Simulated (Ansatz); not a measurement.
`O[SiH2][O][GeH3]` + H–F → `F[SiH2][O][GeH3]` + H₂O at 298.15 K and 1 bar (ligand exchange at the Si–O bond).

Calculated with Ansatz (gas phase, PBE0-D4/def2-TZVP geometries, no zero-point term in ΔE). CCSD(T)/CBS is the MP2 limit (def2-TZVPP, def2-QZVPP) plus CCSD(T) − MP2 in def2-TZVPP, frozen cores. This one scheme is used for every species. For Ge outer-core shells are correlated without core-valence functions, which leaves a few kJ/mol of doubt a bond. Scalar relativity is left out up to krypton. One conformer a species, not always the lowest.

| species | CCSD(T)/CBS energy (Eh) | H − E (kJ/mol) | S (J/(mol·K)) |
| --- | --- | --- | --- |
| `O[SiH2][O][GeH3]` | -2519.25526 | 178.4 | 363.6 |
| H–F | -100.39570 | 33.5 | 173.6 |
| `F[SiH2][O][GeH3]` | -2543.28863 | 147.4 | 358.5 |
| H₂O | -76.37941 | 66.4 | 188.7 |

H − E and S are ideal-gas, rigid-rotor, harmonic terms from PBE0-D4/def2-TZVP, for one conformer and one mirror image of each species. 1 Eh = 2625.50 kJ/mol, R = 8.31446 J/(mol·K).

Question: By hand: ΔE, ΔH, ΔS and ΔG.

Answer: ΔE = (-2543.28863) + (-76.37941) − (-2519.25526) − (-100.39570) = -0.01708 Eh = -44.8 kJ/mol. Δ(H − E) = 147.4 + 66.4 − 178.4 − 33.5 = 1.9, so ΔH = -42.9 kJ/mol. ΔS = 358.5 + 188.7 − 363.6 − 173.6 = 10.0 J/(mol·K). ΔG = -42.9 − 298.15 × (10.0)/1000 = -45.9 kJ/mol.

Question: By hand: the equilibrium constant, and the temperature at which ΔG would vanish if ΔH and ΔS stayed fixed.

Answer: log₁₀ K = −ΔG/(RT ln 10) = 8.0. ΔH and −TΔS have one sign here, so there is no such temperature.

The number of gas molecules stays the same, so ΔS is small and ΔH decides. A doubt of 5 kJ/mol in ΔE shifts log₁₀ K by 0.9 here. Other conformers and mirror images would add mixing entropy, several J/(mol·K) or more a flexible species. Modes under 60 cm⁻¹, often nearly free rotors, make the harmonic entropy too high. These are equilibria of isolated gas molecules and say nothing of rates. Largest T1 diagnostic: 0.012 (customary marks: 0.02 for closed shells, 0.045 for open ones).

ΔS is within the doubt of such terms, so its sign, and with it that verdict, could turn.
